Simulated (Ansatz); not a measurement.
Calculated with Ansatz (gas phase, PBE0-D4/def2-TZVP geometries, no zero-point term in ΔE). CCSD(T)/CBS adds triple-zeta CCSD(T) − MP2 to the extrapolated MP2 energy (def2 sets, frozen cores). Functionals use def2-TZVPP. B3LYP here is the variant with VWN-RPA as its local correlation; programs differ in this. For Ge outer-core shells are correlated without core-valence functions, which leaves a few kJ/mol of doubt a bond. Scalar relativity is left out up to krypton. One conformer a species, not always the lowest.

`O[SiH2]S[SiH](O)O` + `C[O][GeH2][OH]` → `[OH][GeH2][O][SiH](O)O` + `CS[SiH2]O`  (redistribution)

```json
{"level": "PBE-D4", "ΔE (kJ/mol)": "-96.1", "difference from CCSD(T)/CBS": "18.4"}
{"level": "r2SCAN-D4", "ΔE (kJ/mol)": "-107.7", "difference from CCSD(T)/CBS": "6.8"}
{"level": "PBE0-D4", "ΔE (kJ/mol)": "-102.4", "difference from CCSD(T)/CBS": "12.1"}
{"level": "B3LYP-D4", "ΔE (kJ/mol)": "-109.7", "difference from CCSD(T)/CBS": "4.8"}
{"level": "ωB97X-V", "ΔE (kJ/mol)": "-109.1", "difference from CCSD(T)/CBS": "5.4"}
{"level": "B2PLYP", "ΔE (kJ/mol)": "-114.4", "difference from CCSD(T)/CBS": "0.1"}
{"level": "PBE", "ΔE (kJ/mol)": "-97.4", "difference from CCSD(T)/CBS": "17.1"}
{"level": "r2SCAN", "ΔE (kJ/mol)": "-107.9", "difference from CCSD(T)/CBS": "6.6"}
{"level": "PBE0", "ΔE (kJ/mol)": "-103.5", "difference from CCSD(T)/CBS": "11.0"}
{"level": "HF/def2-TZVPP", "ΔE (kJ/mol)": "-125.2", "difference from CCSD(T)/CBS": "-10.7"}
{"level": "MP2/def2-TZVPP", "ΔE (kJ/mol)": "-115.3", "difference from CCSD(T)/CBS": "-0.8"}
{"level": "SCS-MP2/def2-TZVPP", "ΔE (kJ/mol)": "-116.8", "difference from CCSD(T)/CBS": "-2.3"}
{"level": "CCSD(T)/def2-TZVPP", "ΔE (kJ/mol)": "-114.2", "difference from CCSD(T)/CBS": "0.3"}
{"level": "MP2/def2-QZVPP", "ΔE (kJ/mol)": "-116.0", "difference from CCSD(T)/CBS": "-1.5"}
{"level": "MP2/CBS(def2)", "ΔE (kJ/mol)": "-115.6", "difference from CCSD(T)/CBS": "-1.1"}
{"level": "CCSD/CBS(def2)", "ΔE (kJ/mol)": "-117.3", "difference from CCSD(T)/CBS": "-2.8"}
{"level": "CCSD(T)/CBS", "ΔE (kJ/mol)": "-114.5", "difference from CCSD(T)/CBS": "0"}
```

Largest T1 diagnostic among the species: 0.012.

From PBE to PBE0 (25 % exact exchange), in def2-TZVPP and without D4, ΔE moves by −6.1 kJ/mol. In def2-TZVPP, CCSD(T) changes the Hartree–Fock value by +11.0 kJ/mol (the triples alone add +2.8 kJ/mol) and MP2 by +9.8 kJ/mol.
